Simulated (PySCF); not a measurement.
Input of a response calculation (the driver script's job line, then coordinates in Å):

```
{"job": {"kind": "uv", "xc": "wB97X-D", "basis": "def2-SVPD", "ip": true}, "charge": 0, "multiplicity": 1}
C     -3.102349     0.140293    -1.031854
O     -3.101628    -0.022742     0.357687
Si    -1.876391    -0.704056     1.238701
O     -0.497993     0.214771     1.292251
C      0.522498     0.242435     0.325257
C      1.883669     0.212231     0.992242
Si     3.349196     0.303407    -0.193190
H     -2.454985     0.978942    -1.346127
H     -2.763878    -0.770551    -1.561382
H     -4.127256     0.362871    -1.366161
H     -1.516427    -2.021526     0.619847
H     -2.382557    -0.805158     2.624540
H      0.417031     1.160364    -0.282246
H      0.427610    -0.614518    -0.372038
H      1.975748    -0.710422     1.590561
H      1.955936     1.051548     1.704648
H      3.304323     1.568579    -0.991017
H      4.629078     0.264185     0.576111
H      3.327201    -0.849112    -1.147672
```

The program printed:

```
coarse grid: 16120 points
cycle   1  E = -850.2967617509  dE =  5.268e-01  |g| = 8.629e-01  |ddm| = 5.477e+00
cycle   2  E = -850.2449904225  dE =  5.177e-02  |g| = 1.047e+00  |ddm| = 2.147e+00
cycle   3  E = -850.4425751384  dE = -1.976e-01  |g| = 5.177e-02  |ddm| = 9.827e-01
cycle   4  E = -850.4432015259  dE = -6.264e-04  |g| = 2.389e-02  |ddm| = 1.533e-01
cycle   5  E = -850.4433379176  dE = -1.364e-04  |g| = 6.509e-03  |ddm| = 5.408e-02
cycle   6  E = -850.4433474939  dE = -9.576e-06  |g| = 2.339e-03  |ddm| = 1.564e-02
final grid: 144360 points
cycle   7  E = -850.5694483278  dE = -9.546e-05  |g| = 5.073e-03  |ddm| = 1.462e-01
cycle   8  E = -850.5694492610  dE = -9.332e-07  |g| = 5.385e-03  |ddm| = 1.921e-02
cycle   9  E = -850.5694545311  dE = -5.270e-06  |g| = 6.754e-04  |ddm| = 5.539e-03
cycle  10  E = -850.5694546292  dE = -9.807e-08  |g| = 3.326e-04  |ddm| = 1.948e-03
cycle  11  E = -850.5694546583  dE = -2.916e-08  |g| = 5.043e-05  |ddm| = 6.328e-04
cycle  12  E = -850.5694546595  dE = -1.135e-09  |g| = 1.399e-05  |ddm| = 1.964e-04
cycle  13  E = -850.5694546596  dE = -9.686e-11  |g| = 7.394e-06  |ddm| = 5.050e-05
converged SCF energy = -850.5694546596

Static polarisability (au): isotropic 98.348, principal 85.198 95.369 114.476

Singlet excitations
state   eV       nm        f      main configurations
  1   7.8546    157.8   0.00998   H->L+1 0.39, H->L 0.30, H-1->L+1 0.10
  2   8.0164    154.7   0.00507   H-1->L+1 0.37, H-1->L 0.26, H->L 0.09
  3   8.2542    150.2   0.00499   H->L+1 0.19, H->L+5 0.18, H->L+2 0.17
  4   8.3435    148.6   0.02999   H-1->L+5 0.27, H-1->L+2 0.17, H-2->L 0.10
  5   8.4946    146.0   0.02104   H->L+4 0.25, H->L 0.21, H->L+3 0.11
  6   8.5870    144.4   0.00512   H-2->L 0.29, H-2->L+1 0.28
  7   8.6537    143.3   0.03667   H-1->L+3 0.24, H-1->L 0.21, H-2->L+1 0.08
  8   8.7596    141.5   0.09293   H-4->L 0.17, H->L+5 0.12, H->L+3 0.11
  9   8.8109    140.7   0.00837   H-4->L 0.19, H->L+5 0.16, H-6->L 0.11
 10   8.8187    140.6   0.03560   H-5->L 0.50, H-5->L+4 0.12

Triplet excitations (Tamm-Dancoff, eV): 7.6373 7.7871 7.9731 8.0205
Vertical ionisation energy (delta-SCF) = 10.2146 eV
```

Method used: PySCF, TDDFT wB97X-D/def2-SVPD, vertical, gas phase, core orbitals frozen in the response. One conformer (not necessarily the lowest) at the PBE0-D3(BJ)/def2-SVP geometry, without solvent, vibrations or thermal averaging.

Q: What transition dipole goes with state 8?

A: |μ|² = 3f / (2ΔE) = 3 × 0.0929 / (2 × 0.3219) = 0.433 au, so |μ| = 1.67 D.

Q: What is the polarisability anisotropy, √(½[(α1 − α2)² + (α2 − α3)² + (α3 − α1)²])?

A: 25.75 au.

Q: Give the mean polarisability in Å³.

A: 98.35 au × 0.148185 = 14.57 Å³.

Q: How many basis functions and electrons does this run hold?

A: 250 basis functions for 74 electrons in 37 doubly occupied orbitals.

Q: What is the total energy of state 10 at this geometry?

A: -850.56945 + 0.32408 = -850.24537 hartree.

Q: Which species is it?

A: `CO[SiH2]OCC[SiH3]` (C3H12O2Si2), point group C1.

The SCF starts on a coarse grid; the energy jumps when the final grid takes over, and dE counts afresh there. H and L stand for HOMO and LUMO.

The run took 5.6 min (grids of density and orbitals included) on an Arm Neoverse V1 with one thread, on a shared host, and the process peaked at 1.3 GiB of memory.

Conformer computed: `[CH3:1][O:2][SiH2:3][O:4][CH2:5][CH2:6][SiH3:7]`: C1–O2–Si3–O4 69°, O2–Si3–O4–C5 -84°, Si3–O4–C5–C6 -136°, O4–C5–C6–Si7 -178°.

Note: wB97X-D ran without an empirical dispersion term, which enters the total energy and its gradient alone.

Without π bonds the low states are Rydberg-like; a valence basis with one diffuse set may place them up to an eV too high.
